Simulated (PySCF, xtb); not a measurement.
C3H9AlO, SMILES C(C)[O][AlH][CH3].

GFN2-xTB (xtb 6.7.1) at its own geometry gives an orbital gap of 4.51 eV and a dipole moment of 1.27 D.

Coordinates come from a PBE0-D3(BJ)/def2-SVP optimisation. The structure was generated by enumeration; whether it is a known compound was not checked. Other conformers were not sampled.

Task: What does HF/def2-TZVP in PySCF give? (The exact figures need the calculation; the answer reports its results.)

Result: gap 13.14 eV (levels -11.04 and 2.10 eV), dipole 0.26 D.
